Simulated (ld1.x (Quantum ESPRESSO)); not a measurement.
**Configuration tests for P (Z = 15) (TM)**

ld1.x (Quantum ESPRESSO) 7.5 input, shortened:

```
&input
   title='P', zed=15., rel=0, dft='PBE', iswitch=3,
   config='[Ne] 3s2 3p3'
 /
 &inputp
   pseudotype=2, tm=.true., lloc=0,
   nlcc=.true., rcore=1.40
 /
2
3P  2  1   3.00   0.00  1.35  1.35  0.0
3S  1  0   2.00   0.00  1.60  1.60  0.0
 &test
   configts(1)='3s2 3p3'
 /
```

Energies are relative to the spin-unpolarised reference configuration 3s2 3p3; without spin polarisation the order of configurations can differ from experiment.

```csv
valence configuration,charge,ΔE all-electron (eV),error AE − PS (meV)
3s2 3p2,+1,9.742,+2.4
3s2 3p1,+2,28.901,+12
3s0 3p5,0,17.023,+5.3
3s2 3p3.3,-0.3,-1.310,+0.1
3s2 3p2.5,+0.5,3.781,+0.5
3s1 3p4,0,8.447,+1.2
```

(1) What are ΔE and the potential's error for 3s2 3p0?

Levels in the configuration 3s2 3p1:

```
level  all-electron (eV)  pseudo (eV)
   3s            -33.862      -33.845
   3p            -24.285      -24.272
```

## Answers

(1) ΔE = 58.651 eV all-electron; the error (AE − PS) is +28 meV.
